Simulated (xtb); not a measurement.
Harmonic IR lines of one isomer of C₃H₁₀Si, unscaled. All values below come from GFN2-xTB run with xtb.

wavenumber (cm⁻¹): 620 (m), 746 (vw), 856 (m), 866 (vs), 1375 (w), 2156 (s), 3037 (m), 3043 (m)

### Question
Which structure gives these lines?
A) `CC[SiH2]C`
B) `C[SiH](C)C`
C) `CC(C)[SiH3]`
D) `CCC[SiH3]`

### Answer
B, `C[SiH](C)C`
